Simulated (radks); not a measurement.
Values are calculated unless marked as measured or tabulated.
All-electron atom: Ba XXXV in [Ar] 3d4. Code: a radial shooting solver on a logarithmic mesh with Libxc functionals. Model: scalar-relativistic Kohn-Sham, SOGGA, spin-polarised, spherical densities, point nucleus; open shells are filled with parallel spins first (spin-orbit coupling, left out, can overturn this in heavy ions).

Normalised radial functions P(r) = r R(r), r in bohr:

```
   r/bohr * 3s up (the largest magnitude, 2.18, reaches the edge; | marks zero)
0.0008982                             | *
 0.001115                             | *
 0.001395                             |  *
 0.001731                             |  *
 0.002148                             |   *
 0.002688                             |    *
 0.003336                             |    *
 0.004173                             |     *
 0.005179                             |      *
 0.006428                             |       *
 0.008042                             |        *
 0.009981                             |        *
  0.01239                             |         *
   0.0155                             |        *
  0.01923                             |       *
  0.02387                             |    *
  0.02986                             |*
  0.03706                          *  |
  0.04637                    *        |
  0.05755                *            |
  0.07142             *               |
  0.08936               *             |
   0.1109                     *       |
   0.1376                             |  *
   0.1722                             |              *
   0.2137                             |                       *
   0.2652                             |                          *
   0.3318                             |                     *
   0.4118                             |             *
   0.5152                             |     *
   0.6395                             | *
   0.7936                             *
```

3s up: eigenvalue -2639.8 eV, 2 radial nodes at r = 0.0319, 0.131 bohr, <r> = 0.275 bohr, 90 % of the charge inside 0.401 bohr.
